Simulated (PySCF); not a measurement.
C6H7FN (doublet state).
Atom-mapped SMILES: `[H]/[N:4]=[C:3](\[CH:2]=[CH2:1])[CH:5]/[CH:6]=[CH:7]/[F:8]` (hydrogens: H9, H10 on C1; H11 on C2; H12 on N4; H13 on C5; H14 on C6; H15 on C7)

Geometry (GFN2-xTB, Å), atoms numbered from 1 in this order:
```xyz
15
C6H7FN angstrom
C     -2.948    0.294    0.389
C     -1.811   -0.359    0.192
C     -0.522    0.291   -0.123
N     -0.387    1.477   -0.608
C      0.652   -0.479    0.137
C      1.934    0.036   -0.054
C      3.064   -0.669    0.187
F      4.273   -0.133   -0.007
H     -3.007    1.370    0.346
H     -3.866   -0.218    0.621
H     -1.784   -1.437    0.272
H     -1.265    1.960   -0.777
H      0.537   -1.488    0.505
H      2.007    1.052   -0.414
H      3.117   -1.689    0.542
```

The hyperfine couplings belong to this conformer and change with its torsions.

The calculation used PySCF 2.14.0, UKS B3LYP, pcH-1 on C F H N, non-relativistic, mean-field spin-orbit, GIAO. The structure is a single GFN2-xTB conformer in the gas phase; no vibrational or solvent corrections. The geometry wasn't refined by DFT: couplings that depend on bond lengths, twists or pyramidal angles can differ widely from those at the functional's own minimum. The frame is twisted about the C2–C3 bond at this geometry (dihedral H11–C2–C3–C5 = -19°); couplings at other torsion angles weren't computed. The SCF solution wasn't tested for stability. ⟨S²⟩ is 0.788 where a pure state has 0.75.

(1) Break the g tensor into its mass correction, gauge correction and orbital-Zeeman/spin–orbit terms.

(2) What are the electron Larmor frequencies g μB B/h along the three axes at 1200 mT?

(3) Average each term over the three axes. Which is largest in size?

(4) At 9.318 GHz, how far is the centre of the isotropic spectrum from where a free electron (g = 2.002319) resonates?

(5) In a frozen sample, at which fields do the three g values resonate at 9.5, 34, 94 and 263 GHz (hyperfine left aside), and which band first spreads them over more than twice a line width of 0.3 mT?

Answers

(1) 
```json
{"Δg (ppm)": "relativistic mass correction", "1": "-196", "2": "-196", "3": "-196"}
{"Δg (ppm)": "gauge correction", "1": "-4", "2": "44", "3": "38"}
{"Δg (ppm)": "orbital Zeeman/spin–orbit", "1": "-11", "2": "1471", "3": "3255"}
{"Δg (ppm)": "total", "1": "-211", "2": "1319", "3": "3098"}
```

So g = 2.00211, 2.00364, 2.00542 and g_iso = 2.00372; the tensor is rhombic: the two nearest values differ by 46 % of g3 − g1. Axes: g2 points within 12° of the C7–F8 bond.

(2) 33.6264, 33.6521, 33.6820 GHz for g1, g2 and g3, a range of 55.6 MHz.

(3) The orbital-Zeeman/spin–orbit term 1572, the mass correction -196 and the gauge correction 26 ppm, for a total of 1402 ppm. The orbital-Zeeman/spin–orbit term is the largest in size. The mass correction is the same along every axis, so the anisotropy comes from the other two: their spans along these axes are 48 (gauge) and 3266 ppm (orbital Zeeman/spin–orbit).

(4) B = hν/(g μB) with μB/h = 13.99624 MHz/mT gives 332.49 mT for the free electron and 332.26 mT at g_iso, 0.23 mT lower.

(5) 
```
band    GHz  B(g3) mT  B(g2) mT  B(g1) mT  spread mT
   X    9.5    338.46    338.76    339.02       0.56
   Q   34.0   1211.33   1212.41   1213.33       2.00
   W   94.0   3348.97   3351.95   3354.51       5.53
   J  263.0   9370.00   9378.32   9385.48      15.48
```

The spread grows in proportion to the frequency. Q band is the first where it exceeds 0.6 mT.

The largest Mulliken spin populations are on C5 (+0.58), C7 (+0.43), N4 (+0.36) and C6 (-0.20). Three atoms exceed +0.15. The positive populations add up to 1.45 and the negative ones to -0.45, together 2S = 1. The angles at C5 add up to 360.0°, so it is planar.

The HOMO–LUMO gaps are 4.14 eV among the α and 4.13 eV among the β orbitals.
